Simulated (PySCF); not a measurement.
Excitation energy of Se⁺ by level of theory

Se⁺ [Ar] 3d10 4s2 4p3 (4S) → Se⁺ [Ar] 3d10 4s1 4p4 (4P), as a difference of total energies. Computed with PySCF 2.14 in aug-cc-pVQZ-DK, with scalar relativity by spin-free X2C-1e. Correlated levels: valence: [Ar] 3d10 frozen. The calculations carry no spin-orbit coupling.

```csv
method,excitation energy (cm⁻¹),error (cm⁻¹)
UHF,87972,+3101
MP2 (valence),87912,+3041
SCS-MP2 (valence),87902,+3031
CCSD (valence),84204,-668
CCSD(T) (valence),83093,-1778
```

Reference: 84871 cm⁻¹ (measured; NIST levels, between the centres of gravity of the two terms).

Errors of the correlated levels include the incompleteness of this basis and the frozen core.

The coupled-cluster amplitudes are large for the upper state (T1 above 0.03 or a double amplitude above 0.15), so a single reference is strained.
